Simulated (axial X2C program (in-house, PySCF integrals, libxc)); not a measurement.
## SI along the bond: LDA, two-component

All values were computed with an in-house all-electron X2C program for linear molecules (integrals from PySCF). Two-component (2c) means X2C with spin–orbit coupling and atomic mean-field two-electron Coulomb and Gaunt terms. Basis: I dyall-cv3z [11s12p8d4f1g], S dyall-av3z [9s8p3d2f] (cores contracted in-house); Gaussian nuclei, density fitting, unrestricted open shells. Masses: I 126.904 u, S 31.972 u.

State: Ω = 3/2 (⟨Sz⟩ = 0.50, ⟨Lz⟩ = 1.00 at LDA). Dipoles are positive if S is the positive end.

```json
{"R (Å)": "2.006", "μ (D)": "-1.584", "HOMO (eV)": "-5.28", "LUMO (eV)": "-4.99"}
{"R (Å)": "2.099", "μ (D)": "-1.630", "HOMO (eV)": "-5.44", "LUMO (eV)": "-5.16"}
{"R (Å)": "2.168", "μ (D)": "-1.639", "HOMO (eV)": "-5.55", "LUMO (eV)": "-5.28"}
{"R (Å)": "2.237", "μ (D)": "-1.629", "HOMO (eV)": "-5.65", "LUMO (eV)": "-5.39"}
{"R (Å)": "2.306", "μ (D)": "-1.604", "HOMO (eV)": "-5.74", "LUMO (eV)": "-5.49"}
{"R (Å)": "2.387", "μ (D)": "-1.560", "HOMO (eV)": "-5.84", "LUMO (eV)": "-5.61"}
{"R (Å)": "2.467", "μ (D)": "-1.503", "HOMO (eV)": "-5.93", "LUMO (eV)": "-5.71"}
{"R (Å)": "2.571", "μ (D)": "-1.417", "HOMO (eV)": "-6.03", "LUMO (eV)": "-5.83"}
{"R (Å)": "2.698", "μ (D)": "-1.303", "HOMO (eV)": "-6.14", "LUMO (eV)": "-5.96"}
{"R (Å)": "2.882", "μ (D)": "-1.131", "HOMO (eV)": "-6.26", "LUMO (eV)": "-6.11"}
```

(1) The minimum lies at 2.297 Å. What is the dipole moment there, and its slope?

The state is a single determinant with fixed occupations, the lowest that a limited PBE0 search found. Density functionals use the spin component along the axis (collinear). Without a current term, density functionals place determinants with orbital angular momentum somewhat too high.

Results:

(1) At LDA, 2c, with the sign and origin stated: μ = -1.61 D, dμ/dR = 0.43 D/Å.
